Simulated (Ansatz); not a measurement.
The cluster Al6Ge. Total charge 0; singlet. Geometry B3LYP-D4/def2-SVP.

```
atom   x (Å)   y (Å)   z (Å)
 Ge1   0.343  -1.563  -1.948
 Al2  -1.201   0.261  -1.135
 Al3  -0.413  -1.683   0.612
 Al4   1.573  -0.330   1.504
 Al5   1.494   0.604  -0.885
 Al6  -0.182   2.212   0.368
 Al7  -1.613   0.500   1.484
```

The restricted singlet is unstable towards broken spin symmetry in Hartree–Fock (as tested in another run); at HF/def2-TZVP, PBE-D4/def2-TZVP, BLYP-D4/def2-TZVP, r2SCAN-D4/def2-TZVP and others this wasn't settled. Another isomer (singlet) lies 0.20 eV lower at PBE0-D4/def2-TZVP; other spin states weren't run for this one.

Question: Estimate the orbital energies around the gap (eV) in Ansatz with HF/def2-TZVP, PBE-D4/def2-TZVP, BLYP-D4/def2-TZVP, r2SCAN-D4/def2-TZVP, PBE0-D4/def2-TZVP.

Answer: 
| orbital | HF/def2-TZVP | PBE-D4/def2-TZVP | BLYP-D4/def2-TZVP | r2SCAN-D4/def2-TZVP | PBE0-D4/def2-TZVP |
| --- | --- | --- | --- | --- | --- |
| HOMO−9 | -15.68 | -10.88 | -10.65 | -11.33 | -12.33 |
| HOMO−8 | -13.23 | -9.13 | -8.90 | -9.48 | -10.40 |
| HOMO−7 | -13.16 | -9.11 | -8.88 | -9.46 | -10.37 |
| HOMO−6 | -10.31 | -7.39 | -7.17 | -7.62 | -8.36 |
| HOMO−5 | -8.38 | -6.37 | -6.15 | -6.54 | -7.09 |
| HOMO−4 | -8.03 | -6.13 | -5.94 | -6.25 | -6.81 |
| HOMO−3 | -7.16 | -5.36 | -5.06 | -5.58 | -6.03 |
| HOMO−2 | -7.15 | -5.28 | -4.99 | -5.48 | -5.97 |
| HOMO−1 | -6.95 | -5.20 | -4.89 | -5.41 | -5.84 |
| HOMO | -6.40 | -4.51 | -4.27 | -4.67 | -5.19 |
| LUMO | -0.75 | -3.66 | -3.43 | -3.69 | -3.15 |
| LUMO+1 | -0.43 | -3.35 | -3.14 | -3.35 | -2.81 |
| LUMO+2 | -0.16 | -3.20 | -2.97 | -3.19 | -2.64 |
| LUMO+3 | 0.37 | -2.72 | -2.48 | -2.68 | -2.13 |
| LUMO+4 | 0.45 | -2.66 | -2.44 | -2.61 | -2.08 |
| LUMO+5 | 1.02 | -2.08 | -1.82 | -2.01 | -1.49 |
